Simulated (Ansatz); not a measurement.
PBE exchange is replaced step by step with exact exchange (0 % is PBE, 25 % PBE0; no dispersion term), basis def2-TZVP, Ansatz. System: LiSn₂. Total charge 0; doublet. Geometry: PBE-D4/def2-TZVP, each spin state at its own.

Geometry of the doublet:

```xyz
3

Li   -0.151    1.092   -1.253
Sn    1.328   -0.743    0.304
Sn   -1.177   -0.349    0.949
```

In the def2 sets Sn takes a core potential; there is no spin–orbit coupling. At PBE-D4/def2-TZVP the gap within one spin of the charge 0 doublet nearly closes, so an electron or hole may be smeared out by delocalisation error. The structure comes from a short search, and lower isomers may exist.

HOMO and LUMO are taken over both spins.

```tsv
exact exchange (%)	HOMO (eV)	LUMO (eV)	gap (eV)	⟨S²⟩	quartet − doublet (kJ/mol)
5	-4.07	-3.66	0.42	0.755	72.6
10	-4.21	-3.51	0.69	0.755	70.8
15	-4.34	-3.35	0.99	0.756	69.2
25	-4.62	-3.05	1.57	0.757	66.8
35	-4.91	-2.77	2.15	0.754	65.3
50	-5.40	-2.32	3.07	0.754	63.8
```

Problem. Fit a straight line to the column «quartet − doublet (kJ/mol)» against the share of exact exchange and predict its value at 0 %.

Solution. With x = exact exchange (%) and y = quartet − doublet (kJ/mol): mean x = 23.33, mean y = 68.08; Σ(x − x̄)(y − ȳ) = -277.2, Σ(x − x̄)² = 1433; slope b = -0.1934, intercept a = ȳ − b·x̄ = 72.59. The residuals of the fitted rows reach 1.0. At x = 0 the line gives 72.59 + (-0.1934 × 0) = 72.6; the run gave 74.3, 1.7 more than the line.
